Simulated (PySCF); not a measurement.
thiourea cation (CH4N2S), SMILES NC(N)=S (connectivity only; charge and spin as stated), charge +1, multiplicity 2.

Geometry: B3LYP-D3(BJ)/def2-SVP. The geometry has at least one imaginary mode, so it is a saddle point at that level. The multiplicity is an assumed one; other spin states were not compared. Other conformers were not sampled.

The numbers are results of PySCF 2.14.0 with B3LYP-D3(BJ)/def2-SVP, not measurements.

Frequencies are harmonic and unscaled.

| mode | ν (cm⁻¹) | IR (km/mol) | moving atoms (share of kinetic energy) |
|---|---|---|---|
| 1 | 774i | 0.0 | H 99 % |
| 2 | 353 | 2.5 | N 46 %, S 22 %, H 18 %, C 15 % |
| 3 | 446 | 0.8 | N 40 %, S 32 %, H 27 % |
| 4 | 475 | 132.7 | H 81 %, C 14 % |
| 5 | 481 | 0.0 | H 77 %, N 23 % |
| 6 | 548 | 319.8 | H 81 %, N 13 % |
| 7 | 671 | 2.2 | C 62 %, H 23 %, N 14 % |
| 8 | 699 | 9.9 | S 26 %, H 25 %, N 25 %, C 24 % |
| 9 | 1040 | 0.2 | H 80 %, N 20 % |
| 10 | 1094 | 0.7 | N 50 %, H 48 % |
| 11 | 1438 | 115.6 | C 55 %, H 28 %, N 17 % |
| 12 | 1549 | 0.2 | H 72 %, C 27 % |
| 13 | 1644 | 84.3 | H 80 %, N 17 % |
| 14 | 1680 | 448.0 | C 41 %, N 34 %, H 25 % |
| 15 | 3536 | 277.6 | H 96 % |
| 16 | 3548 | 128.7 | H 96 % |
| 17 | 3657 | 108.7 | H 91 %, N 9 % |
| 18 | 3658 | 175.1 | H 90 %, N 10 % |
